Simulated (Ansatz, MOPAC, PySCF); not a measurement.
System: InBr₂ (charge +1, singlet). SMILES: [Br][In+][Br]
Coordinates optimised at B3LYP-D3(BJ)/def2-TZVP (Ansatz, a first-principles code):
```
In
Br 1 2.3685
Br 1 2.3685 2 180.00
```
Charge +1, spin multiplicity 1.

Unscaled harmonic wavenumbers (cm⁻¹) in rising order, each level at the stationary point that it reaches from this structure (no distance between atoms moves by over 0.3 Å); the order of modes can differ between levels, and a negative number is imaginary. B3LYP-D3(BJ)/def2-TZVP (PySCF, at the structure above): 64, 64, 223, 357.

PM3 (MOPAC): 57, 57, 65, 140. Zero-point energy 0.5 against 1.0 kcal/mol.

HF/3-21G (Ansatz): 52, 52, 225, 354. Zero-point energy 1.0 against 1.0 kcal/mol.
